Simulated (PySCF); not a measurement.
## Polarisability of `CCCC(C)(C)[NH3+]`

Species: C₆H₁₆N (charge +1).
Structure used (GFN2-xTB), in Å, numbered top down from 1:
```xyz
23
C6H16N angstrom
C      2.9671    0.2054   -0.0624
C      1.5168    0.5978   -0.3234
C      0.5734   -0.4896    0.1981
C     -0.9230   -0.2036    0.0508
C     -1.3350    0.1510   -1.3692
C     -1.7532   -1.3566    0.5957
N     -1.2366    1.0117    0.9177
H      3.6385    0.9783   -0.4240
H      3.2091   -0.7224   -0.5731
H      3.1447    0.0682    1.0014
H      1.3289    1.5579    0.1694
H      1.3783    0.7338   -1.3957
H      0.7910   -1.4130   -0.3390
H      0.7984   -0.6783    1.2509
H     -0.8819    1.0809   -1.7022
H     -2.4158    0.2384   -1.4510
H     -1.0177   -0.6333   -2.0495
H     -1.4648   -1.6099    1.6133
H     -2.8158   -1.1256    0.5763
H     -1.6010   -2.2399   -0.0168
H     -2.2101    1.3074    0.7809
H     -1.0905    0.7881    1.9094
H     -0.6055    1.7804    0.6522
```

Level: PBE0/def2-SVPD (PySCF), static field, nuclei fixed, core orbitals frozen in the response. The polarisability tensor in these axes (au):

```
x   87.10  1.94 -0.90
y    1.94 72.93 -0.75
z   -0.90 -0.75 72.19
```

Question: Give the principal values, the mean and the anisotropy Δα = √{½[(α1 − α2)² + (α2 − α3)² + (α1 − α3)²]}.

Answer: Principal values 71.72, 73.08 and 87.43 au; mean 77.41 au = 11.47 Å³ = 12.76 × 10⁻⁴⁰ C²·m²/J; Δα = 15.08 au (19 % of the mean).

Question: What are the principal values of the traceless quadrupole moment, Θ = ½Σq(3rr − r²1), about the centre of nuclear charge?

Answer: -8.39, -3.27, 11.66 D·Å. The values depend on the origin, since the species is charged. The electronic extent ⟨r²⟩ about the same centre is 1029 bohr², a root-mean-square distance of 2.23 Å for the 58 electrons.

Question: Directions of the eigenvectors, and the extent of the frame along each?

Answer: Largest value along (0.99, 0.14, -0.06), where the nuclei span 6.73 Å; middle along (-0.15, 0.82, -0.55), 3.95 Å; least along (-0.02, 0.55, 0.83), 4.09 Å. 

Question: What depolarisation ratio follows for Rayleigh scattering of linearly polarised light, taking the static tensor?

Answer: ρ = 3Δα²/(45ᾱ² + 4Δα²) = 682.0/(269649 + 909.3) = 0.00252.

The structure is a single GFN2-xTB conformer in the gas phase; no vibrational or solvent corrections.
